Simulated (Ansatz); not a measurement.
Computed with Ansatz on PBE0-D4/def2-TZVP structures; ΔE is electronic, products minus reactants. CCSD(T)/CBS adds triple-zeta CCSD(T) − MP2 to the extrapolated MP2 energy (def2 sets, frozen cores). This one scheme is used for every species. DFT in def2-TZVPP. B3LYP here is the variant with VWN-RPA as its local correlation; programs differ in this. HSE06 is defined as in plane-wave codes. One conformer a species, not always the lowest.

`FCC(F)CC(F)F` + H₂ → `CC(F)CF` + difluoromethane  (hydrogenolysis of a C–C bond)

**Question.** Is it downhill or uphill in electronic energy at CCSD(T)/CBS, and by how much? (An estimate is asked.)

**Answer.** Computed: Downhill: ΔE = -0.39 eV.

**Question.** What do these levels give: B3LYP-D4, BHLYP-D4, ωB97X-V, PBE, PBE0, B3LYP, HSE06, BHLYP, CAM-B3LYP, RPA@PBE/def2-TZVPP, MP2/CBS(def2), CCSD/CBS(def2)? (Best estimate.)

**Answer.** The calculation gave: B3LYP-D4 -0.44, BHLYP-D4 -0.47, ωB97X-V -0.38, PBE -0.45, PBE0 -0.47, B3LYP -0.54, HSE06 -0.47, BHLYP -0.54, CAM-B3LYP -0.48, RPA@PBE/def2-TZVPP -0.39, MP2/CBS(def2) -0.38, CCSD/CBS(def2) -0.44 eV.

Largest T1 diagnostic among the species: 0.011.

From r2SCAN to r2SCAN0 (25 % exact exchange), in def2-TZVPP and without D4, ΔE moves by −0.04 eV. Leaving LDA and LC-ωPBE aside and taking each functional with its dispersion term where it has one, the values, not all of them listed here, spread over 0.11 eV, from B2PLYP to revPBE-D4. LDA lies +0.17 eV from PBE without D4. The D4 term adds +0.10 eV with B3LYP and +0.05 eV with PBE0; it sums over pairs of atoms, weighted by their polarisabilities, and B3LYP, whose exchange is more repulsive, gets the larger term.
